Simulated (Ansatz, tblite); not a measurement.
Removing and adding an electron: NbS(OH)3 (NbSO₃H₃). Charge 0, multiplicity 1. Geometry: PBE0-D4/def2-SVP. Ansatz, gas phase; energy differences of separate SCF runs; the oxidised species was run as a doublet alone; the reduced species was run as a doublet alone.

```xyz
8

Nb   -0.016    0.008    0.046
S    -0.710    0.362    2.052
O    -0.755    1.287   -1.116
H    -1.351    2.033   -1.002
O    -0.538   -1.709   -0.513
H    -1.029   -2.429   -0.105
O     1.859    0.132   -0.008
H     2.540    0.315    0.645
```

In the def2 sets Nb takes a core potential; there is no spin–orbit coupling. The xTB rows come from tblite. HOMO above LUMO, or a gap near zero within one spin, warns that the state may not be the lowest or that an electron is smeared out.

| level | −HOMO (eV) | vertical IE (eV) | −LUMO (eV) | vertical EA (eV) | HOMO–LUMO gap (eV) | IE − EA (eV) | remarks |
| --- | --- | --- | --- | --- | --- | --- | --- |
| GFN1-xTB | 10.74 | 13.98 | 8.17 | 5.24 | 2.57 | 8.74 | – |
| GFN2-xTB | 11.35 | 14.49 | 8.22 | 5.27 | 3.12 | 9.22 | – |
| PBE-D4/def2-TZVP | 6.50 | 9.63 | 2.34 | – | 4.16 | – | – |
| PBE-D4/def2-TZVPD | 6.55 | – | 2.43 | -0.12 | 4.12 | – | HOMO above zero (-1 doublet), gap within one spin near zero (-1 doublet) |
| r2SCAN-D4/def2-TZVP | 6.78 | 9.69 | 2.25 | – | 4.53 | – | – |
| r2SCAN-D4/def2-TZVPD | 6.80 | – | 2.31 | -0.19 | 4.49 | – | HOMO above zero (-1 doublet) |
| PBE0-D4/def2-TZVP | 7.69 | 9.73 | 1.59 | – | 6.10 | – | – |
| PBE0-D4/def2-TZVPD | 7.71 | – | 1.67 | -0.03 | 6.04 | – | HOMO above zero (-1 doublet) |

   A HOMO above zero means that the electron is unbound at that level or that self-interaction error raises the level; the energy of removing that electron tells which. Raw xTB energy differences between charge states are shifted by several eV; the methods need an empirical correction for them. A negative affinity means that the extra electron isn't bound; its size then hangs on the basis.
